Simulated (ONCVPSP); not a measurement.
**Cutoff test, F (Z = 9), ONCV**

- Element: F
- Generator: ONCVPSP 4.0.1
- Type: optimised norm-conserving Vanderbilt (ONCV)
- Functional: PBE
- Relativity: non-relativistic
- Frozen core: [He]
- Valence charge: 7
- Reference configuration: 2s2 2p5
- Partial waves: 2s: rc 0.65 bohr, ncon 4, nbas 7, qcut 10.1 1/bohr, 2 projectors, debl 2.1 Ha; 2p: rc 1.15 bohr, ncon 3, nbas 7, qcut 9.5 1/bohr, 2 projectors, debl 2.9 Ha; d scattering state at 0.21 Ha: rc 1.10 bohr, ncon 4, nbas 7, qcut 10 1/bohr, 1 projector
- Local potential: polynomial inside 0.60 bohr (lpopt 5, dvloc0 2.5 Ha)
- Core correction: Teter function, fcfact 1.75, rcfact 1.2

For each optimised wave give the share of its norm inside rc, the residual kinetic energy above qcut (Ha) and the cutoffs (Ha) for errors of 10, 1, 0.1 and 0.01 mHa per electron.

```tsv
wave	norm inside rc	residual KE	10 mHa	1 mHa	0.1 mHa	0.01 mHa
2s	0.221	1.9e-03	38.8	57.0	200.2	261.3
s projector 2	0.053	8.5e-04	29.9	49.2	310.1	403.8
2p	0.623	8.4e-05	30.3	37.6	44.6	134.0
p projector 2	0.076	2.0e-04	30.6	39.6	49.5	145.7
d projector 1	0.000	1.8e-08	0.6	1.6	7.0	18.2
```

The occupied waves need 57 Ha and 200 Ha for 1 and 0.1 mHa. Rows with under 1 % of the norm inside rc give no meaningful cutoff. Its largest configuration-test error is +634 meV.
